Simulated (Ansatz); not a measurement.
Start from `[SiH3]O[SiH2]S` and change one atom or group to get `CC[SiH2]O[SiH3]`.

Ansatz, PBE0-D4/def2-TZVP geometries, multiplicity 1. Each molecule was computed in one conformer, which needn't be the lowest.

```tsv
property	`[SiH3]O[SiH2]S`
HOMO–LUMO gap (B3LYP/def2-TZVPP) / eV	7.24
HOMO energy (B3LYP/def2-TZVPP) / eV	-7.52
size of the dipole moment (PBE/def2-TZVPP) / D	0.65
LUMO energy (PBE/def2-TZVPP) / eV	-0.93
HOMO–LUMO gap (PBE/def2-TZVPP) / eV	5.62
HOMO energy (ωB97M-V/def2-TZVPP) / eV	-10.01
```

Problem. What does the change do to each property? (An estimate is asked.)

Solution. Ansatz gave: 
```json
{"property": "HOMO–LUMO gap (B3LYP/def2-TZVPP) / eV", "`CC[SiH2]O[SiH3]`": "7.83", "shift": "0.59"}
{"property": "HOMO energy (B3LYP/def2-TZVPP) / eV", "`CC[SiH2]O[SiH3]`": "-7.98", "shift": "-0.46"}
{"property": "size of the dipole moment (PBE/def2-TZVPP) / D", "`CC[SiH2]O[SiH3]`": "1.06", "shift": "0.41"}
{"property": "LUMO energy (PBE/def2-TZVPP) / eV", "`CC[SiH2]O[SiH3]`": "-0.81", "shift": "0.12"}
{"property": "HOMO–LUMO gap (PBE/def2-TZVPP) / eV", "`CC[SiH2]O[SiH3]`": "6.03", "shift": "0.41"}
{"property": "HOMO energy (ωB97M-V/def2-TZVPP) / eV", "`CC[SiH2]O[SiH3]`": "-10.43", "shift": "-0.42"}
```

With PBE0 the HOMO falls by 0.38 eV and the LUMO rises by 0.14 eV, so the gap widens by about 0.52 eV. PBE moves the HOMO by -0.29 eV and ωB97M-V by -0.42 eV. Dipoles are sizes alone; their direction can turn.

B3LYP here is the variant with VWN-RPA as its local correlation; programs differ in this.
